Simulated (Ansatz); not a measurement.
GaH₃O, closed shell: at the start structure of a reaction step.

Input (in.yaml):

```yaml
crystal:
  periodic: [false, false, false]
  atoms:
    - {symbol: Ga, position_ang: [-0.349716, 0.316558, 0.282769]}
    - {symbol: H, position_ang: [-1.499509, 0.444565, -0.771844]}
    - {symbol: O, position_ang: [1.081211, -0.654476, -0.171311]}
    - {symbol: H, position_ang: [1.033304, -1.034757, -1.050507]}
    - {symbol: H, position_ang: [-0.265289, 0.928110, 1.710892]}
basis:
  gaussian: {orbitals: def2-TZVPP}
hamiltonian: {xc: {name: BHLYP}, dispersion: d4}
```

Run by:

```bash
ansatz run in.yaml --threads 2 --pin off --events-out ev --progress --plain --max-ram 4352MiB
```

The run's output (Ansatz 0.2.0):

```
Functional definition: BHLYP
  name "BHLYP"
  cite "Becke, J. Chem. Phys. 98, 1372 (1993) doi:10.1063/1.464304"
  cite "Becke, Phys. Rev. A 38, 3098 (1988) doi:10.1103/PhysRevA.38.3098"
  cite "Lee, Yang & Parr, Phys. Rev. B 37, 785 (1988) doi:10.1103/PhysRevB.37.785"
  parameter a = 0.5
  exchange = (1 - a)*b88_x + a*exact_x
  correlation = lyp_c
807 factors; their error is unknown
mean field evaluation 1: about -54468.5067 eV, gradient 5.3e1 eV
mean field evaluation 2: about -54460.4204 eV, gradient 8.4e1 eV
mean field evaluation 4: about -54473.0760 eV, gradient 1.7e0 eV
mean field evaluation 8: about -54473.4790 eV, gradient 2.9e-2 eV
mean field -54473.47904357 eV, -2001.8634314010 hartree, gradient 3.9e-5 eV, S^2 0.000000; 0 other end points of the search recorded, 0 dependent functions left out
reference -54473.47919116 eV, -2001.8634368247 hartree; 21, 21 occupied and 100, 100 virtual orbitals, 807 factors
Total energy: -54473.55045956 eV, -2001.8660558900 hartree
```

The lines “mean field evaluation” count trial sets of orbitals through the whole run, from several starts and some on an approximate energy, so they need not fall steadily or lie above the final value.

Hardware: 2 CPU threads, shared host. Wall time about 1.1 s.
